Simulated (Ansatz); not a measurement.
C4H14OSi2, triplet, at the geometry of the source list (a higher spin typed on purpose: for a closed-shell molecule this is an excited state); BHLYP/STO-3G (Ansatz, an electronic-structure program).

Here is a job for Ansatz.
Ansatz 0.2 input:
```yaml
crystal:
  periodic: [false, false, false]
  atoms:
    - {symbol: C, position_ang: [2.13880000, 1.46220000, 0.17930000]}
    - {symbol: Si, position_ang: [1.57910000, -0.27440000, 0.70930000]}
    - {symbol: C, position_ang: [2.23490000, -1.57560000, -0.50940000]}
    - {symbol: O, position_ang: [-0.04460000, -0.33670000, 0.74100000]}
    - {symbol: Si, position_ang: [-1.64560000, -0.09750000, 0.59540000]}
    - {symbol: C, position_ang: [-1.97350000, 1.68780000, 0.03410000]}
    - {symbol: C, position_ang: [-2.35230000, -1.32390000, -0.67140000]}
    - {symbol: H, position_ang: [1.82950000, 1.68750000, -0.83960000]}
    - {symbol: H, position_ang: [1.71240000, 2.22530000, 0.82620000]}
    - {symbol: H, position_ang: [3.22120000, 1.56050000, 0.22250000]}
    - {symbol: H, position_ang: [1.97970000, -0.57490000, 2.08930000]}
    - {symbol: H, position_ang: [1.83420000, -2.56060000, -0.29000000]}
    - {symbol: H, position_ang: [3.31610000, -1.64040000, -0.45110000]}
    - {symbol: H, position_ang: [1.97630000, -1.33760000, -1.53730000]}
    - {symbol: H, position_ang: [-2.17270000, -0.34700000, 1.94270000]}
    - {symbol: H, position_ang: [-1.57060000, 1.87410000, -0.95960000]}
    - {symbol: H, position_ang: [-3.03900000, 1.90400000, 0.00150000]}
    - {symbol: H, position_ang: [-1.51280000, 2.40230000, 0.71230000]}
    - {symbol: H, position_ang: [-2.07800000, -2.34590000, -0.42810000]}
    - {symbol: H, position_ang: [-1.99760000, -1.11950000, -1.67760000]}
    - {symbol: H, position_ang: [-3.43550000, -1.26990000, -0.68950000]}
basis:
  gaussian:
    orbitals: STO-3G
hamiltonian:
  xc: {name: BHLYP}
magnetization: {spin_polarized: true, initial_magnetization: 2}
accuracy: high
```

It wrote (shortened):

```
Functional definition: BHLYP
1313 factors; integrals over basis functions are off by at most 6.0e-9 eV
mean field evaluation 1: about -21904.2549 eV, gradient 1.7e1 eV
mean field evaluation 2: about -21905.7668 eV, gradient 1.8e1 eV
mean field evaluation 4: about -21907.8063 eV, gradient 2.0e0 eV
mean field evaluation 8: about -21907.9470 eV, gradient 1.5e-1 eV
mean field evaluation 16: about -21908.0371 eV, gradient 3.5e-1 eV
mean field evaluation 32: about -21907.9683 eV, gradient 1.1e0 eV
mean field -21908.04302071 eV, -805.1057312063 hartree, gradient 1.7e-8 eV, S^2 2.001989; 2 other end points of the search recorded, 0 dependent functions left out
reference -21908.04305485 eV, -805.1057324607 hartree; 38, 36 occupied and 19, 21 virtual orbitals, 1313 factors
Total energy: -21908.04305485 eV, -805.1057324607 hartree
```
